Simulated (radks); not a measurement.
Isoelectronic series with 23 electrons, all held in the configuration [Ar] 3d3 4s2, which need not be the ground one along the series. Method: scalar-relativistic Kohn-Sham, r2SCAN, spin-polarised, spherical densities, finite nucleus; open shells are filled with parallel spins first (spin-orbit coupling, left out, can overturn this in heavy ions); meta-GGA in the generalised Kohn-Sham scheme; Fermi nuclear charge, rms radius of each element as measured or else 0.836 A^(1/3) + 0.57 fm; computed with a radial shooting solver on a logarithmic mesh with Libxc functionals. Total energies (hartree) and mean radii <r> (bohr) (* marks an orbital that is empty in some or all of the ions):

| ion | E (hartree) | 3d down* | 4s down | 4s up | 3d up |
|---|---|---|---|---|---|
| V | -949.26415 | 1.624 | 3.591 | 3.246 | 1.406 |
| Mn2+ | -1157.06717 | 1.029 | 2.442 | 2.357 | 0.9922 |
| Co4+ | -1387.22926 | 0.8193 | 1.934 | 1.893 | 0.8006 |
| Cu6+ | -1639.77188 | 0.6917 | 1.622 | 1.597 | 0.6797 |
| Ga8+ | -1914.79326 | 0.6023 | 1.405 | 1.388 | 0.5937 |
| As10+ | -2212.42780 | 0.5351 | 1.242 | 1.230 | 0.5286 |
| Br12+ | -2532.83464 | 0.4822 | 1.115 | 1.106 | 0.4771 |
| Rb14+ | -2876.19330 | 0.4393 | 1.012 | 1.005 | 0.4352 |
| Nb18+ | -3632.57542 | 0.3736 | 0.8558 | 0.8508 | 0.3707 |
| Tc20+ | -4046.04888 | 0.3478 | 0.7945 | 0.7903 | 0.3453 |
| Rh22+ | -4483.37503 | 0.3254 | 0.7414 | 0.7377 | 0.3233 |
| Ag24+ | -4944.82689 | 0.3057 | 0.6948 | 0.6917 | 0.3039 |
| In26+ | -5430.69398 | 0.2884 | 0.6536 | 0.6509 | 0.2867 |
| Sb28+ | -5941.28951 | 0.2729 | 0.6169 | 0.6145 | 0.2714 |
| I30+ | -6476.94659 | 0.2589 | 0.5840 | 0.5818 | 0.2576 |
| Cs32+ | -7038.0241 | 0.2464 | 0.5542 | 0.5523 | 0.2452 |
| La34+ | -7624.9025 | 0.2350 | 0.5272 | 0.5255 | 0.2339 |
| Pr36+ | -8237.9911 | 0.2246 | 0.5026 | 0.5010 | 0.2236 |

3d down drops below 4s down between V and Mn2+.
